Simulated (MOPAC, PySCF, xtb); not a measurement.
Pair of molecules: HI (SMILES I) (first 2 atoms) with CH6Si (SMILES C[SiH3]); geometry from B3LYP-D3(BJ)/def2-TZVP, rigid monomers moved along the line of their centres of mass till H2···H10 is 1.97 Å.
(charge 0, multiplicity 1):
| atom | x (Å) | y (Å) | z (Å) |
|---|---|---|---|
| I | -0.5480 | 1.2789 | -0.4881 |
| H | -0.8144 | -0.0192 | 0.4396 |
| C | -0.1995 | 1.1160 | 3.5809 |
| Si | 0.1784 | -0.6444 | 3.0644 |
| H | -1.1917 | 1.1856 | 4.0304 |
| H | -0.1678 | 1.7870 | 2.7210 |
| H | 0.5295 | 1.4679 | 4.3132 |
| H | 0.1306 | -1.5653 | 4.2256 |
| H | 1.5172 | -0.7396 | 2.4354 |
| H | -0.8215 | -1.1180 | 2.0697 |

Monomers are frozen at their geometry in the pair; levels with a basis set take the counterpoise correction. Rows marked so take none.

Rows in STO-3G carry no dispersion term and start afresh at each structure; the Pople sets are all-electron and without relativity. The state reached by AM1, PM6 isn't checked.

Codes used: MOPAC for AM1, PM6 (differences of heats of formation); PySCF for STO-3G rows; xtb for the GFN methods. 

One of these levels gives -78.2 meV for the interaction energy. Which?
A. GFN2-xTB
B. PM6
C. HF/STO-3G (no counterpoise)
D. AM1

A, GFN2-xTB. The others give 33.9 (AM1), -37.2 (PM6), 114.1 (HF/STO-3G (no counterpoise))
